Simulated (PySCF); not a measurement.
Stretching SiTe

Set-up: basis Si cc-pV(D+d)Z, Te cc-pVDZ-PP with ECP28; scalar-relativistic core potentials; PySCF 2.14. Energies in eV from Si + Te in their ground configurations at the same level. State: ¹Σ⁺ (singlet), closed shell.

All columns are PBE. A positive dipole means Si(−)Te(+).

| R (Å) | E (eV) | μ (D) | Mulliken charge on Si (basis-dependent) | HOMO (eV) | LUMO (eV) | Mayer bond order | ⟨S²⟩ |
| --- | --- | --- | --- | --- | --- | --- | --- |
| 1.964 | -3.166 | 0.47 | -0.10 | -5.97 | -2.58 | 2.57 | 0.00 |
| 2.056 | -4.102 | 0.20 | -0.05 | -6.11 | -2.78 | 2.55 | 0.00 |
| 2.147 | -4.635 | -0.07 | 0.00 | -6.22 | -2.97 | 2.54 | 0.00 |
| 2.216 | -4.841 | -0.28 | 0.03 | -6.29 | -3.11 | 2.53 | 0.00 |
| 2.284 | -4.922 | -0.49 | 0.06 | -6.29 | -3.24 | 2.52 | 0.00 |
| 2.353 | -4.907 | -0.69 | 0.08 | -6.17 | -3.37 | 2.51 | 0.00 |
| 2.444 | -4.777 | -0.95 | 0.10 | -6.03 | -3.53 | 2.50 | 0.00 |
| 2.558 | -4.495 | -1.26 | 0.13 | -5.87 | -3.71 | 2.50 | 0.00 |
| 2.695 | -4.055 | -1.61 | 0.15 | -5.71 | -3.90 | 2.49 | 0.00 |
| 2.878 | -3.396 | -2.01 | 0.16 | -5.53 | -4.12 | 2.49 | 0.00 |

A fit through these points gives, at Re = 2.305 Å, μ = -0.55 D and dμ/dR = -2.97 D/Å; the reduced mass is 23.02 u.

**Question.** How strong is the fundamental in the double-harmonic approximation, I = 42.26·(dμ/dR)²/μred km/mol?

**Answer.** I = 42.26·(-2.97)²/23.02 = 16.2 km/mol at PBE.

Spin–orbit coupling is left out, which matters for elements this heavy, above all for dissociation energies.
